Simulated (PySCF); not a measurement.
Species: hexafluoroethane, C₂F₆.
Atom-mapped SMILES: `[F:1][C:2]([F:3])([F:4])[C:5]([F:6])([F:7])[F:8]`

Cartesian coordinates in Å at the PBE0-D3(BJ)/def2-SVP level; atoms count from 1:
```
atom  x, y, z in Å
F1     1.3897   -0.2970   -1.0133
C2     0.7574   -0.0755    0.1279
F3     1.2313    1.0306    0.6793
F4     0.9693   -1.0942    0.9462
C5    -0.7551    0.0779   -0.1342
F6    -0.9672    1.0956   -0.9536
F7    -1.2292   -1.0289   -0.6839
F8    -1.3871    0.3009    1.0070
```

The calculation used core-valence-separated Tamm–Dancoff BHandHLYP/aug-pcX-1 in PySCF, non-relativistic, gas phase, PBE0-D3(BJ)/def2-SVP geometry. BHandHLYP without relativity tends to put these K edges a few eV too low, so spacings mean more than positions.

The lowest roots of each edge with f over 0.003 (five at most, numbered afresh; weaker and dark ones are left out), with transition dipoles (au) in the frame of the coordinates:

```csv
root,edge,E (eV),f,μx,μy,μz
1,C,292.44,0.1751,-0.0251,0.0105,0.1540
2,C,292.45,0.1764,-0.0172,-0.1558,0.0081
3,C,293.93,0.1390,0.1363,-0.0139,0.0232
4,C,295.22,0.0604,-0.0897,0.0091,-0.0153
5,C,295.76,0.0105,-0.0374,0.0039,-0.0063
6,F,687.44,0.0357,0.0235,-0.0081,-0.0387
7,F,687.45,0.0294,-0.0038,0.0414,-0.0047
8,F,687.45,0.0405,0.0200,0.0021,-0.0447
9,F,687.45,0.0455,0.0069,-0.0491,0.0159
10,F,687.45,0.0413,-0.0303,-0.0264,-0.0289
```

Molecules are fixed in this frame and the field points along z. What effective strengths 3 f cos²θ do the roots have (θ between field and μ)?

root 1 (C2/C5): 0.509, root 2 (C2/C5): 0.001, root 3 (C2/C5): 0.012, root 4 (C2/C5): 0.005, root 5 (C2/C5): 0.001, root 6 (F1 (×6)): 0.076, root 7 (F1 (×6)): 0.001, root 8 (F1 (×6)): 0.101, root 9 (F1 (×6)): 0.013, root 10 (F1 (×6)): 0.042. Root 1 is the strongest. Averaged over all orientations cos²θ is 1/3, which gives f back. For degenerate partners only the sum has meaning, as the program may mix them freely.

